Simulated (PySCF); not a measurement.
ZrO⁺: from constants to spectrum

r²SCANh constants of ZrO⁺, ²Δ (doublet), unpaired electrons δ ↑ (PySCF, scalar-relativistic core potentials, basis sets Zr def2-TZVPPD with ECP28, O def2-TZVPPD; masses 89.9047 and 15.9949 u):

```
ωe   : 1040.4 cm⁻¹
ωexe : 3.09 cm⁻¹
Be   : 0.43692 cm⁻¹
αe   : 0.00179 cm⁻¹
```

What force constant and bond length do these constants imply?

Reduced mass μred = 13.579 u; k = 5.8918×10⁻⁷·μred·ωe² (u, cm⁻¹, mdyn/Å) = 8.66 mdyn/Å; Re = √(16.8576/(μred·Be)) (u, cm⁻¹, Å) = 1.686 Å.

Estimate the centrifugal constant D from the Kratzer relation and find the Dunham coefficient a1.

D = 4Be³/ωe² = 3.08e-07 cm⁻¹; a1 = −1 − αeωe/(6Be²) = -2.63.

De is left out where the level can put another filling of the metal’s s and d shells below the measured ground configuration, by anything from nothing to about 1 eV. Spin–orbit coupling is left out, which matters for elements this heavy, above all for dissociation energies. The state is the lowest single determinant that the PBE0 search found; with open d or f shells the true ground state can be another one.
